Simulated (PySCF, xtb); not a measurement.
ClSi, neutral, multiplicity 2. Atoms are numbered in the order given.

```xyz
2

Si     0.0000     0.0000    -1.1432
Cl     0.0000     0.0000     0.9414
```
Charge 0, spin multiplicity 2.

Geometry optimised at B3LYP-D3(BJ)/def2-TZVPD.

Level of theory: C-PCM-B3LYP/def2-TZVPD (PySCF).

The values are the electrostatic part of the solvation free energy, E(continuum) − E(gas) at the gas-phase geometry, in a cavity of scaled van der Waals radii (PySCF's table); cavitation and dispersion terms are not included. The dipole moment in vacuum is 0.93 D.

Question: Estimate the values in water (ε = 78.36), cyclohexanone (ε = 15.62), chlorobenzene (ε = 5.70). (An estimate is asked for; the answer gives what the named calculation found.)

Answer: 
| solvent | ε | ΔG(elec) (kcal/mol) | dipole (D) |
|---|---|---|---|
| water | 78.36 | -1.2 | 1.29 |
| cyclohexanone | 15.62 | -1.1 | 1.26 |
| chlorobenzene | 5.70 | -1.0 | 1.21 |

For comparison, GFN2-xTB/ALPB(water) (xtb, at the GFN2-xTB geometry, all terms of that model) gives 0.3 kcal/mol.
